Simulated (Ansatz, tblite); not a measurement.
Isomers of Na4Li3⁻ (singlet), found by a short tight-binding search and relaxed with PBE/def2-SVPD in Ansatz.

The xTB rows come from tblite. Correlated methods freeze 4 core orbitals; core or outer-core shells of Li, Na are correlated, in sets that lack core-valence functions.

Run but left out: HF/def2-SVPD (A: restricted singlet, unstable towards broken spin symmetry); BHLYP/def2-TZVPD (A: restricted singlet, unstable in another Hartree–Fock run and untested here).

A: The restricted singlet is unstable towards broken spin symmetry in Hartree–Fock (as tested in another run); at PBE/def2-TZVPD, r2SCAN/def2-TZVPD, B97M-V/def2-TZVPD, PBE0/def2-TZVPD this wasn't settled. At CCSD(T)/def2-SVPD the restricted singlet (for correlated methods, its reference) is unstable: a solution with broken spin symmetry lies lower. B: The restricted singlet is unstable towards broken spin symmetry in Hartree–Fock (as tested in another run); at PBE/def2-TZVPD, r2SCAN/def2-TZVPD, B97M-V/def2-TZVPD, PBE0/def2-TZVPD this wasn't settled. At PBE/def2-TZVPD, r2SCAN/def2-TZVPD, B97M-V/def2-TZVPD the highest occupied level of the charge -1 singlet lies above zero (up to 0.07 eV). The electron is either unbound and held by the finite basis, or the level is raised by self-interaction error. At CCSD(T)/def2-SVPD the restricted singlet (for correlated methods, its reference) is unstable: a solution with broken spin symmetry lies lower. C: The restricted singlet is unstable towards broken spin symmetry in Hartree–Fock (as tested in another run); at PBE/def2-TZVPD, r2SCAN/def2-TZVPD, B97M-V/def2-TZVPD, PBE0/def2-TZVPD this wasn't settled. At PBE/def2-TZVPD, r2SCAN/def2-TZVPD, B97M-V/def2-TZVPD the highest occupied level of the charge -1 singlet lies above zero (up to 0.09 eV). The electron is either unbound and held by the finite basis, or the level is raised by self-interaction error. At CCSD(T)/def2-SVPD the restricted singlet (for correlated methods, its reference) is unstable: a solution with broken spin symmetry lies lower.

Other spin states weren't relaxed.

A:

```xyz
7

Li    1.4161   -1.6164    1.2851
Li    1.5635    1.1566    0.3347
Li    0.6672   -1.0930   -1.5028
Na   -1.7654   -2.2279    0.2653
Na   -0.5480    0.7377    2.6953
Na    0.5848    1.9221   -2.6535
Na   -1.9182    1.1209   -0.4242
```

B:

```csv
atom,x (Å),y (Å),z (Å)
Li1,-0.164,0.423,0.898
Li2,-0.207,-2.438,0.813
Li3,-0.943,-0.870,-1.698
Na4,2.137,-0.829,-0.901
Na5,-3.064,-0.383,0.812
Na6,-0.121,2.223,-1.615
Na7,2.362,1.873,1.691
```

C:

Cartesian coordinates in Å:
```
Li -2.042 0.462 -0.470
Li -0.704 -1.909 0.581
Li 0.187 -0.720 -1.957
Na 0.093 2.592 -1.858
Na 1.327 1.075 0.916
Na -1.423 0.456 2.790
Na 2.562 -1.956 -0.002
```

**Question.** Estimate which lies lowest at each level, and how far above it the others are (kJ/mol).

**Answer.** 
```tsv
level	A	B	C
GFN2-xTB	2.7	22.9	0.0
PBE/def2-TZVPD	0.0	2.4	0.5
r2SCAN/def2-TZVPD	0.0	2.8	1.1
B97M-V/def2-TZVPD	0.0	2.9	1.5
PBE0/def2-TZVPD	0.0	1.8	0.3
MP2/def2-SVPD	0.0	2.5	3.4
CCSD/def2-SVPD	0.5	0.0	0.0
CCSD(T)/def2-SVPD	0.0	2.7	1.9
```
Point groups (tolerance 0.1 Å): A Cs, B not assigned, C not assigned. A and C have the same bonds, so they are conformers or stereoisomers. Lower isomers may exist.
